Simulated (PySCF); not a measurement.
A series of related molecules.

All values: PBE0/pcSseg-1 (PySCF) at GFN2-xTB geometries, gas phase, one conformer each.

Problem. Rank by HOMO–LUMO gap, highest first.
A. `CC[C@@H]1C=C([SiH3])C1`
B. `C=C[C@H]1C=C([SiH3])C1`
C. `C#CC1=C([SiH3])C[C@H]1C=C`
D. `C=C[C@H]1CC([SiH3])=C1Cl`

Solution. A (7.14 eV), B (6.93 eV), D (6.65 eV), C (5.71 eV).

All values together:

| SMILES | change | formula | μ (D) | HOMO (eV) | LUMO (eV) | lowest IAO charge (e) | highest IAO charge (e) | lowest Hirshfeld charge (e) | highest Hirshfeld charge (e) |
| --- | --- | --- | --- | --- | --- | --- | --- | --- | --- |
| C=C[C@H]1C=C([SiH3])C1 | parent | C6H10Si | 0.43 | -7.26 | -0.33 | -0.324 (C) | +0.592 (Si) | -0.109 (C) | +0.306 (Si) |
| C#CC1=C([SiH3])C[C@H]1C=C | H on C replaced by ethynyl | C8H10Si | 0.46 | -6.92 | -1.21 | -0.318 (C) | +0.594 (Si) | -0.103 (C) | +0.309 (Si) |
| C=C[C@H]1CC([SiH3])=C1Cl | H on C replaced by Cl | C6H9ClSi | 1.49 | -7.18 | -0.53 | -0.314 (C) | +0.595 (Si) | -0.108 (C) | +0.307 (Si) |
| CC[C@@H]1C=C([SiH3])C1 | H2 added to a C-C multiple bond | C6H12Si | 0.90 | -7.24 | -0.10 | -0.417 (C) | +0.592 (Si) | -0.117 (C) | +0.304 (Si) |

Conformers: `[CH2:1]=[CH:2][C@H:3]1[CH:4]=[C:5]([SiH3:6])[CH2:7]1` with C1–C2–C3–C4 129°; `[CH:1]#[C:2][C:3]1=[C:4]([SiH3:5])[CH2:6][C@H:7]1[CH:8]=[CH2:9]` with C6–C7–C8–C9 -134°; `[CH2:1]=[CH:2][C@H:3]1[CH2:4][C:5]([SiH3:6])=[C:7]1[Cl:8]` with C1–C2–C3–C4 135°; `[CH3:1][CH2:2][C@@H:3]1[CH:4]=[C:5]([SiH3:6])[CH2:7]1` with C1–C2–C3–C4 173°.

Problem. Give the shifts from the parent, `C=C[C@H]1C=C([SiH3])C1`.

Solution. 
| SMILES | change in μ (D) | change in HOMO (eV) | change in LUMO (eV) |
| --- | --- | --- | --- |
| C#CC1=C([SiH3])C[C@H]1C=C | +0.03 | +0.34 | -0.88 |
| C=C[C@H]1CC([SiH3])=C1Cl | +1.06 | +0.08 | -0.20 |
| CC[C@@H]1C=C([SiH3])C1 | +0.47 | +0.02 | +0.23 |
